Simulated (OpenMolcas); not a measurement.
## Rh3+: moving or changing the point charges

Rh3+ among 6 point charges of -1.7 e arranged as a trigonal prism (D3h), 1.88 Å from the ion, with a polar angle of 53.5° against the regular 49.1°.

```json
{
  "Program": "OpenMolcas",
  "Method": "CASSCF",
  "Basis": "ANO-RCC-VDZP [6s5p3d1f]",
  "Scalar Hamiltonian": "DKH2, point nucleus",
  "Active space": "6 electrons in 5 orbitals (4d)",
  "State averaging": "2S+1 = 5 even, 5 roots; 2S+1 = 3 even, 45 roots; 2S+1 = 1 even, 50 roots",
  "Spin-orbit coupling": "RASSI with atomic mean-field integrals over the reference wave functions"
}
```

Runs around this geometry, states (labels of D3, the rotations of D3h). Energies in cm-1 above the lowest state or level, χT in cm3 K/mol.

```tsv
R (Å)	q (e)	Polar angle / regular	Ground state	First state of that spin	First gap with spin-orbit (degeneracies)	χT at 300 K	First state of another spin
1.88	-1.7	1	5E	5A1 4728	695.7 (2, 1)	4.994	3E 15532
1.88	-0.85	1.09	5A1	5E 758.9	131.1 (2, 1)	4.840	3A2 17918
1.88	-1.7	1.09	5A1	5E 714.5	371.1 (2, 1)	4.751	3A2 15352
1.96	-1.7	1.09	5A1	5E 633.0	411.9 (2, 1)	4.854	3A2 16217
```

Taking the first state of the same spin as R^-n, n = -ln(633 / 714.5) / ln(1.96 / 1.88) = 2.9 between the shortest and longest distance.

Scaling the charges by -0.85 / -1.7 = 0.50 scales the first state of the same spin by 758.9 / 714.5 = 1.06; with fixed orbitals a first-order splitting would follow the charge.

The ground state changes within this set.

Without dynamic correlation the repulsion within the d shell is too large (B by tens of per cent), so at a given field states of lower spin stand too high. Point charges give a weaker field than real ligands, and real ions of this kind are as a rule low spin; the high spin found here belongs to the model. An orbital doublet at a regular site is open to a Jahn-Teller distortion, which this geometry leaves out (holds for R = 1.88, q = -1.7, ratio = 1). The ground term spreads over less than 5000 cm-1, several times less than with real ligands, so orbital moments are less quenched and χT lies further from the spin-only value than at real sites (holds for R = 1.88, q = -0.85, ratio = 1.09). Point charges carry no covalency, so the field is a model and not that of real ligands. No measured value stands beside these numbers.
